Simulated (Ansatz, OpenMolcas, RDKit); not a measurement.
# SiHCl3 (trichlorosilane): methods side by side

SiHCl3: 5 atoms, total charge 0, spin state singlet. As SMILES, `Cl[SiH](Cl)Cl`. The coordinates come from a PBE0-D4/def2-TZVP relaxation.

Quantity: the HOMO–LUMO gap, in eV. The values are calculated.

| level | kind | program | value (eV) | CPU time |
| --- | --- | --- | --- | --- |
| extended Hückel | semi-empirical | RDKit | 24.13 | under 2 s |
| HF/def2-SVPD | Hartree–Fock | Ansatz | 14.90 | 2.8 s |
| SVWN5/def2-SVPD | LDA | Ansatz | 6.66 | 3.3 s |
| BLYP/def2-SVPD | GGA | Ansatz | 6.66 | 4.5 s |
| TPSS/def2-SVPD | meta-GGA | OpenMolcas | 7.12 | 43 s |
| r2SCAN/def2-SVPD | meta-GGA | OpenMolcas | 7.58 | 45 s |
| B3LYP/def2-SVPD | global hybrid | Ansatz | 8.54 | 6.3 s |
| CAM-B3LYP/def2-SVPD | range-separated hybrid | Ansatz | 11.44 | 6.8 s |
| wB97X/def2-SVPD | range-separated hybrid | Ansatz | 13.64 | 20 s |
| B2PLYP/def2-SVPD | double hybrid | OpenMolcas | 11.49 | 26 s |

The values span 6.66 to 24.13 eV. Orbital gaps aren't excitation energies, and those of double hybrids come from the SCF part alone; they tend to grow with the share of exact exchange. CPU times are rough (shared hosts, several kinds of processor and program).
